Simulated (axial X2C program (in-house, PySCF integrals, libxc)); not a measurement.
**Outer orbitals of CrB at 2.170 Å, PW91**

All values were computed with an in-house all-electron X2C program for linear molecules (integrals from PySCF). Spin-free means the one-electron spin-free X2C Hamiltonian; two-component (2c) means X2C with spin–orbit coupling and atomic mean-field two-electron Coulomb and Gaunt terms, so the difference of the two also holds small scalar two-electron terms. Basis: Cr dyall-cv3z [9s10p6d3f2g], B dyall-v3z [7s6p2d1f] (cores contracted in-house); Gaussian nuclei, density fitting, unrestricted open shells. Masses: Cr 51.941 u, B 11.009 u.

The distance is close to the 2c PBE0 minimum; the highest filled and lowest empty levels are listed.

Spin-free orbitals, state M_S = 5/2, Λ = 0 (beyond evenly filled blocks: σα, π+α, π-α, δ+α, δ-α) (Löwdin shares):

```csv
symmetry,occupied,ε (eV),atomic character
σα,yes,-9.62,"60% B s, 15% Cr s, 12% Cr d"
σβ,yes,-9.22,"66% B s, 12% Cr p, 12% Cr s"
π-α,yes,-5.48,"83% Cr d, 15% B p"
π+α,yes,-5.48,"83% Cr d, 15% B p"
σα,yes,-5.24,"80% Cr d, 11% Cr s, 4% B p"
δ-α,yes,-5.11,100% Cr d
δ+α,yes,-5.11,100% Cr d
σα,yes,-4.64,"40% Cr s, 35% B p, 14% Cr p"
σβ,yes,-4.17,"71% B p, 10% Cr d, 9% Cr s"
π-β,no,-3.48,"67% B p, 26% Cr d, 6% Cr p"
π+β,no,-3.48,"67% B p, 26% Cr d, 6% Cr p"
π-α,no,-3.22,"58% B p, 26% Cr p, 16% Cr d"
π+α,no,-3.22,"58% B p, 26% Cr p, 16% Cr d"
```

Spinors with spin–orbit coupling (state Ω = 5/2):

```json
{"ω": "1/2", "occupied": "yes", "ε (eV)": "-9.62", "atomic character": "60% B s, 15% Cr s, 12% Cr d", "λ mixture": "100% σ"}
{"ω": "-1/2", "occupied": "yes", "ε (eV)": "-9.22", "atomic character": "66% B s, 12% Cr p, 12% Cr s", "λ mixture": "100% σ"}
{"ω": "-1/2", "occupied": "yes", "ε (eV)": "-5.49", "atomic character": "84% Cr d, 15% B p", "λ mixture": "100% π"}
{"ω": "3/2", "occupied": "yes", "ε (eV)": "-5.47", "atomic character": "83% Cr d, 15% B p", "λ mixture": "100% π"}
{"ω": "1/2", "occupied": "yes", "ε (eV)": "-5.24", "atomic character": "80% Cr d, 11% Cr s, 4% B p", "λ mixture": "100% σ"}
{"ω": "-3/2", "occupied": "yes", "ε (eV)": "-5.14", "atomic character": "100% Cr d", "λ mixture": "100% δ"}
{"ω": "5/2", "occupied": "yes", "ε (eV)": "-5.09", "atomic character": "100% Cr d", "λ mixture": "100% δ"}
{"ω": "1/2", "occupied": "yes", "ε (eV)": "-4.64", "atomic character": "40% Cr s, 35% B p, 14% Cr p", "λ mixture": "100% σ"}
{"ω": "-1/2", "occupied": "yes", "ε (eV)": "-4.17", "atomic character": "71% B p, 10% Cr d, 9% Cr s", "λ mixture": "100% σ"}
{"ω": "1/2", "occupied": "no", "ε (eV)": "-3.48", "atomic character": "67% B p, 26% Cr d, 6% Cr p", "λ mixture": "100% π"}
{"ω": "-3/2", "occupied": "no", "ε (eV)": "-3.47", "atomic character": "67% B p, 26% Cr d, 6% Cr p", "λ mixture": "100% π"}
{"ω": "-1/2", "occupied": "no", "ε (eV)": "-3.22", "atomic character": "58% B p, 26% Cr p, 16% Cr d", "λ mixture": "100% π"}
{"ω": "3/2", "occupied": "no", "ε (eV)": "-3.21", "atomic character": "58% B p, 26% Cr p, 16% Cr d", "λ mixture": "100% π"}
```

Mulliken charges and populations of the two-component result (they depend on the basis, above all on diffuse functions):

Cr 0.23 e (s 6.95 p 12.12 d 4.69), B -0.23 e (s 3.90 p 1.30 d 0.02). ⟨Lz⟩ = 0.00 ħ and ⟨Sz⟩ = 2.50 ħ (2.57 and -0.08 on the two atoms), which add up to Ω.

One determinant describes the state; a PBE0 search over occupations chose it and may have missed a lower one. Density functionals use the spin component along the axis (collinear). Other states lie close and PBE0, whose exact exchange favours high spin, may order them wrongly; the determinant shown need not be the ground state. The nearest other spin-free determinant of the search, M_S = 7/2, Λ = 1, lies 0.09 eV up at the distance of the search. With several unpaired electrons one determinant need not be a pure state. This is the top spin component of a Σ state; components of lower Ω are not single determinants and can lie lower. The determinant is spin-polarised beyond a pure state at some levels (its spin-free form has ⟨S²⟩ too high), which makes Re and μ there less reliable.
